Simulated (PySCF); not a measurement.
C5H8Si.
Numbering: `[CH:1]#[C:2][CH2:3][SiH:4]1[CH2:5][CH2:6]1` (hydrogens: H7 on C1; H8, H9 on C3; H10 on Si4; H11, H12 on C5; H13, H14 on C6)

Geometry (PBE0-D3(BJ)/def2-SVP, Å), atoms numbered from 1 in this order:
```
atom  x, y, z in Å
C1     3.221    0.813    0.406
C2     2.286    0.044    0.355
C3     1.135   -0.838    0.322
Si4   -0.427    0.007    0.973
C5    -2.076   -0.554    0.330
C6    -1.590    0.803   -0.229
H7     4.057    1.486    0.449
H8     0.922   -1.170   -0.709
H9     1.328   -1.749    0.915
H10   -0.311    0.540    2.353
H11   -2.953   -0.528    0.986
H12   -2.121   -1.386   -0.383
H13   -1.324    0.828   -1.292
H14   -2.158    1.690    0.075
```

Method used: PBE0-D3(BJ)/def2-SVP geometry optimisation, gas phase in PySCF 2.14.0.

Take the most abundant isotopes and a rigid rotor. The values belong to one conformer with, in the numbering `[CH:1]#[C:2][CH2:3][SiH:4]1[CH2:5][CH2:6]1`, C2–C3–Si4–C5 152°.

(1) What are A, B and C (MHz)?

(2) Classify the top.

(3) Is it planar, by Δ = Ic − Ia − Ib?

(4) Give the other two planar moments, Paa and Pbb, and the rms extents of the mass along the axes.

(5) Predict some low-J microwave lines.

Results:

(1) Ia = 61.91, Ib = 347.55, Ic = 366.26 u·Å²; 505379 MHz·u·Å²/I gives A = 8163, B = 1454, C = 1380 MHz.

(2) A near-prolate asymmetric top; Ray's κ = -0.978.

(3) Not planar: Δ = Ic − Ia − Ib = -43.19 u·Å². For a rigid frame Δ = −2 Σ m c², so Σ m c² = 21.60 u·Å² lies off the ab plane: 9.69 from hydrogen and 11.90 from heavier atoms. The atom farthest from that plane is 1.98 Å away.

(4) Paa = Σ m a² = (Ib + Ic − Ia)/2 = 325.95 and Pbb = Σ m b² = (Ia + Ic − Ib)/2 = 40.32 u·Å². With the mass M = 96.04 u, the rms extents √(P/M) along a, b and c are 1.84, 0.65, 0.47 Å.

(5) The dipole components are |μa| = 0.33 D, |μb| = 0.45 D, |μc| = 0.24 D. The squared components, which scale the intensities, stand as 0.52 : 1.00 : 0.29 (a : b : c). Some of the stronger lines:

```csv
type,branch,"J(Ka,Kc)",MHz,lower level (cm⁻¹)
a,R,"1(0,1) ← 0(0,0)",2834,0.000
a,R,"2(1,2) ← 1(1,1)",5594,0.318
a,R,"2(0,2) ← 1(0,1)",5667,0.095
a,R,"2(1,1) ← 1(1,0)",5742,0.321
b,Q,"2(1,1) ← 2(0,2)",6858,0.284
b,R,"1(1,1) ← 0(0,0)",9543,0.000
c,R,"1(1,0) ← 0(0,0)",9617,0.000
c,Q,"2(2,1) ← 2(1,1)",20126,0.512
b,Q,"2(2,0) ← 2(1,1)",20127,0.512
b,R,"2(2,1) ← 1(1,0)",25868,0.321
c,R,"2(2,0) ← 1(1,0)",25869,0.321
c,R,"2(2,1) ← 1(1,1)",25943,0.318
b,R,"2(2,0) ← 1(1,1)",25943,0.318
```

No PBE0-D3(BJ)/def2-SVP frequencies stand behind this structure, so it isn't proved a minimum. No vibrational averaging or centrifugal distortion is included, and the geometry carries the error of its method.
